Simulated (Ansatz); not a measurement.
FGaHS (`[F][Ga][SH]`) radical, relaxed with UKS PBE-D4/def2-SVP in Ansatz 0.2.0 from a rough embedded geometry. The force threshold is 0.03 eV/Å; the program also tests the step.

Charge 0, multiplicity 2.

Start:

```xyz
4

F     0.838    1.603    0.149
Ga   -0.765    1.081    0.372
S    -0.763   -1.201   -0.145
H     0.690   -1.482   -0.376
```

(1) By how much does the energy fall, and how many steps does the optimiser take? (An estimate is asked.)

(2) Which bonds change most? (Estimate.)

(3) Give the relaxed structure. (Estimate.)

Results:

(1) Computed: 38.12 kJ/mol, in 4 steps.

(2) The calculation gave: S3–H4 from 1.498 to 1.366 Å; F1–Ga2 from 1.701 to 1.786 Å; Ga2–S3 from 2.340 to 2.274 Å.

(3) Ansatz gave: 
```xyz
4

F     0.913    1.641    0.160
Ga   -0.717    0.927    0.315
S    -0.774   -1.300   -0.140
H     0.577   -1.268   -0.335
```
